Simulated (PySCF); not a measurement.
## Computed data sheet: `C(=O)OCOC=O`

Compound: C₃H₄O₄.
Bonds: O1–C2 (double), C2–O3, O3–C4, C4–O5, O5–C6, C6–O7 (double). Hydrogens: H8 on C2; H9, H10 on C4; H11 on C6.

Among its groups: ester.

From PBE0-D3(BJ)/def2-SVP geometry optimisation, gas phase (PySCF):

```yaml
Rotational_constants_A_B_C: 8.088, 1.507, 1.398 GHz
```

**B3LYP/def2-SVPD ground state and vertical TDDFT (core frozen in the response) (PySCF)**

```yaml
Dipole_moment: 0.11 D
HOMO_energy: -8.61 eV
LUMO_energy: -0.95 eV
HOMO–LUMO_gap: 7.66 eV
Lowest_singlet_excitation: 5.80 eV (214 nm, f = 0.003 summed over 2 states within 0.01 eV)
Strongest_line_among_the_6_lowest_singlet_transitions: S5 at 7.62 eV (163 nm, f = 0.056)
Static_isotropic_polarisability: 51.6 au
Electronic_spatial_extent_⟨r²⟩_about_the_centre_of_nuclear_charge: 810 bohr²
```

Monoisotopic mass (most abundant isotopes): 104.0110 u.

The polarisability is 7.64 Å³ as a volume (1 au = 0.148185 Å³), or 0.95 au for each of the 54 electrons. No computed singlet falls in the visible range (750 to 380 nm, 1.65 to 3.26 eV); S1 lies 2.54 eV above its blue end. The principal polarisabilities are 42.2, 48.6 and 63.9 au; their mean is the isotropic value. In atomic units the dipole is 0.04 e·bohr (1 au = 2.5417 D).

Conformer computed: `[O:1]=[CH:2][O:3][CH2:4][O:5][CH:6]=[O:7]`: O1–C2–O3–C4 2°, C2–O3–C4–O5 86°, O3–C4–O5–C6 88°, C4–O5–C6–O7 2°.

One conformer stands for the species.
